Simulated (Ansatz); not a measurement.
Relaxation of CH₈BNSi₂ (13 atoms, charge 0, multiplicity 1), to a largest force component of 0.015 eV/Å in at most 40 steps.

Level of theory: Ansatz, RKS revPBE-D4/6-31G.

```xyz
13
Properties=species:S:1:pos:R:3
C -1.902 0.154 -0.560
Si -0.415 -0.851 -0.430
Si 0.316 -1.020 1.461
B 1.248 0.265 0.141
N 2.227 1.292 -0.202
H -2.845 -0.441 -0.540
H -1.965 0.925 0.271
H -1.894 0.767 -1.541
H -0.088 -1.829 -1.419
H 1.254 -2.148 1.771
H -0.347 -0.286 2.568
H 3.153 0.862 -0.181
H 2.171 2.060 0.579
```

Problem. Where does it end, and by what steps?

Solution. The forces met the threshold. Limits of this set-up: no polarisation functions. After 17 steps the energy has fallen by 3.258 eV; H12 moved furthest, 1.24 Å.

| step | energy less start (eV) | largest force component (eV/Å) | accepted |
| --- | --- | --- | --- |
| 0 | 0.0000 | 5.460 | yes |
| 1 | -1.6218 | 1.681 | yes |
| 2 | -2.1284 | 1.427 | yes |
| 3 | -2.5194 | 1.936 | yes |
| 4 | -2.7952 | 1.993 | yes |
| 5 | -2.9661 | 1.509 | yes |
| 6 | -3.1014 | 1.700 | yes |
| 7 | -3.1853 | 0.475 | yes |
| 8 | -3.1524 | 0.610 | no |
| 9 | -3.2342 | 0.149 | yes |
| 10 | -3.2419 | 0.132 | yes |
| 11 | -3.2506 | 0.194 | yes |
| 12 | -3.2536 | 0.159 | yes |
| 13 | -3.2566 | 0.210 | yes |
| 14 | -3.2556 | 0.059 | no |
| 15 | -3.2580 | 0.061 | yes |
| 16 | -3.2583 | 0.017 | yes |
| 17 | -3.2584 | 0.012 | yes |

```xyz
13
Properties=species:S:1:pos:R:3
C -2.040 0.205 -0.787
Si -0.335 -0.663 -0.483
Si 0.500 -0.974 1.749
B 1.286 0.263 0.325
N 2.324 1.160 0.078
H -2.856 -0.533 -0.732
H -2.208 0.974 -0.016
H -2.056 0.687 -1.780
H -0.062 -1.797 -1.460
H 1.174 -2.260 2.186
H -0.294 -0.342 2.878
H 2.436 1.650 -0.811
H 3.043 1.379 0.770
```

Whether the end is a true minimum wasn't checked by a vibrational analysis.

Run time: 63 s on 1 thread of Intel(R) Xeon(R) Platinum 8488C (Sapphire Rapids), with other jobs on the host, peak memory 0.19 GiB.
